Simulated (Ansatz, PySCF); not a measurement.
H₂BrFO₂Sn (SMILES [OH][Sn]([OH])([F])[Br]), singlet, geometry from GFN2-xTB (such geometries of metal compounds can be far from the true shape) (all electrons, no relativity). Base run: PySCF with CASSCF(6,5)/STO-3G.

Here is a job for PySCF.
```python
from pyscf import gto, scf, mcscf
import numpy

mol = gto.Mole()
mol.atom = '''
    O    -0.298542    2.085800    0.574897
    Sn   -0.451687    0.205877    0.289841
    O    -2.167343   -0.222205   -0.460259
    F    -0.514213   -0.668187    2.025462
    Br    1.444404   -0.589101   -0.983691
    H    -1.073489    2.490188    0.972020
    H    -2.541296   -1.060589   -0.181130
'''
mol.basis = 'sto-3g'
mol.charge = 0
mol.spin = 0
mol.verbose = 4
mol.build()

mf = scf.RHF(mol)
mf.kernel()
mc = mcscf.CASSCF(mf, 5, 6)
mc.fix_spin_(ss=0.0)
mc.kernel()
occ = numpy.linalg.eigvalsh(mc.fcisolver.make_rdm1(mc.ci, mc.ncas, mc.nelecas))[::-1]
ss = mc.fcisolver.spin_square(mc.ci, mc.ncas, mc.nelecas)[0]
print('natural occupations', occ.round(4), ' <S^2>', round(ss, 4))
```

Programs used: Ansatz (a quantum-chemistry and plane-wave program), PySCF; a row that names a program was run with it.

Each row names what was changed in the base input (with any setting that the change needs).

| change | ΔE vs base (mEh) | natural occupations | <S^2> of the state | outcome |
|---|---|---|---|---|
| base | 0.000 | 2.00 1.98 1.95 0.05 0.02 | 0.00 | converged |
| active space = 4 electrons, 3 orbitals | 16.777 | 2.00 1.96 0.04 | 0.00 | converged |
| fix_spin_ = off | 0.000 | 2.00 1.98 1.95 0.05 0.02 | 0.00 | converged |
| code = ansatz; correction = SC-NEVPT2, all electrons | -88.887 | - | - | converged |
| active space = 2 electrons, 3 orbitals | 17.320 | 1.96 0.04 0.00 | 0.00 | converged |
| active space = 2 electrons, 4 orbitals | 17.297 | 1.96 0.04 0.00 0.00 | 0.00 | converged |
| active space = 10 electrons, 9 orbitals | - | - | - | not converged |
| code = ansatz | -4.782 | - | - | converged |
| solver = newton | 0.000 | 2.00 1.98 1.95 0.05 0.02 | 0.00 | converged |
| conv_tol = 1e-5 | 1.202 | 2.00 1.98 1.96 0.05 0.02 | 0.00 | converged |
| start = MP2 natural orbitals | 0.000 | 2.00 1.98 1.95 0.05 0.02 | 0.00 | converged |

Active orbitals are taken around the Fermi level unless the row says otherwise; CASSCF can end in different local minima, and two programs can end on different orbitals. State-averaged rows give the lowest state.
